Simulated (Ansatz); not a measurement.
Geometry optimisation, UKS PBE-D4/6-31G* (Ansatz).

The input (input.yaml):

```yaml
crystal:
  periodic: [false, false, false]
  atoms:
    - { symbol: B, position_ang: [1.74592, 0.38154, -0.88178] }
    - { symbol: C, position_ang: [0.47767, 0.11262, -0.48863] }
    - { symbol: Si, position_ang: [-1.24671, -0.23989, -0.39987] }
    - { symbol: O, position_ang: [-2.09811, -0.45667, 0.96252] }
    - { symbol: H, position_ang: [2.86093, 0.60709, -1.04199] }
    - { symbol: H, position_ang: [-1.7397, -0.40469, 1.84974] }
magnetization:
  spin_polarized: true
  initial_magnetization: 1
basis:
  gaussian: { orbitals: "6-31G*" }
hamiltonian:
  xc: pbe
  dispersion: d4
relax:
  f_tol: 0.02
  max_steps: 50
```

Command:

```bash
$ ansatz run input.yaml --threads 2 --pin off --max-ram 3072MiB --backend cpu --events-out ev --progress --plain --runs-dir out
```

Problem. Where does it end, and by what steps?

Solution. The run converged. After 9 steps the energy has fallen by 0.170 eV; C2 moved furthest, 0.31 Å.

```tsv
step	energy less start (eV)	largest force component (eV/Å)	accepted
0	0.0000	2.012	yes
1	-0.0889	0.979	yes
2	-0.1318	0.351	yes
3	-0.1506	0.232	yes
4	-0.1655	0.258	yes
5	-0.1677	0.088	yes
6	-0.1696	0.062	yes
7	-0.1701	0.056	yes
8	-0.1703	0.021	yes
9	-0.1704	0.006	yes
```

```xyz
6
Properties=species:S:1:pos:R:3
B 1.723 0.373 -0.809
C 0.522 0.111 -0.183
Si -1.155 -0.221 -0.413
O -2.178 -0.467 0.893
H 2.801 0.604 -1.243
H -1.713 -0.398 1.754
```

Run time: 17 s on 2 threads of Arm Neoverse V1 (shared host), peak memory 0.17 GiB.
